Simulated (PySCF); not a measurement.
Job for PySCF: D3(BJ) and D4 dispersion corrections on C4H10O (SMILES CCC(C)O).

```python
from pyscf import gto
from pyscf.dispersion import dftd3, dftd4

mol = gto.M(
    atom='''
    C    -1.78463793    0.04608723    0.05268099
    C    -0.49428746    0.63886358   -0.50759708
    C     0.76169447    0.25439774    0.27353759
    C     1.07275822   -1.22979312    0.22926057
    O     1.91222492    0.91851488   -0.25965676
    H    -1.79687118   -1.04144256   -0.03062882
    H    -2.65405350    0.42660821   -0.48536205
    H    -1.91049273    0.30077726    1.10802846
    H    -0.35623752    0.33811506   -1.55027029
    H    -0.57413303    1.73220833   -0.50590992
    H     0.62369749    0.55577451    1.32259233
    H     1.17516932   -1.56285202   -0.80573257
    H     0.28492489   -1.81133524    0.70817607
    H     2.01054953   -1.42958537    0.74777072
    H     1.72969448    1.86366154   -0.29688923
    ''',
    basis='def2-svp',
    charge=0, spin=0, verbose=0, max_memory=1800)
d3, d4 = {}, {}
for xc in ['hf', 'pbe', 'blyp', 'revpbe', 'tpss', 'r2scan', 'b3lyp', 'pbe0', 'bhlyp', 'camb3lyp', 'b2plyp']:
    d3[xc] = float(dftd3.DFTD3Dispersion(mol, xc=xc, version='d3bj', atm=False).get_dispersion()['energy'])
    print(f'D3(BJ) {xc:10s} {d3[xc]:14.8f} Eh')
for xc in ['hf', 'pbe', 'blyp', 'revpbe', 'tpss', 'r2scan', 'b3lyp', 'pbe0', 'bhlyp', 'camb3lyp', 'b2plyp']:
    d4[xc] = float(dftd4.DFTD4Dispersion(mol, xc={'camb3lyp': 'cam-b3lyp'}.get(xc, xc), atm=True).get_dispersion()['energy'])
    print(f'D4     {xc:10s} {d4[xc]:14.8f} Eh')
```

Output:

```
D3(BJ) hf            -0.07835540 Eh
D3(BJ) pbe           -0.01057672 Eh
D3(BJ) blyp          -0.02141487 Eh
D3(BJ) revpbe        -0.02740388 Eh
D3(BJ) tpss          -0.01297863 Eh
D3(BJ) r2scan        -0.00298988 Eh
D3(BJ) b3lyp         -0.01736006 Eh
D3(BJ) pbe0          -0.00886431 Eh
D3(BJ) bhlyp         -0.01297484 Eh
D3(BJ) camb3lyp      -0.00754959 Eh
D3(BJ) b2plyp        -0.00769336 Eh
D4     hf            -0.03637540 Eh
D4     pbe           -0.00956396 Eh
D4     blyp          -0.02142587 Eh
D4     revpbe        -0.03381318 Eh
D4     tpss          -0.01293518 Eh
D4     r2scan        -0.00251227 Eh
D4     b3lyp         -0.01510992 Eh
D4     pbe0          -0.00799636 Eh
D4     bhlyp         -0.01013702 Eh
D4     camb3lyp      -0.00791741 Eh
D4     b2plyp        -0.00668759 Eh
```

The run finished.

Cost: roughly 0.04 core-seconds.
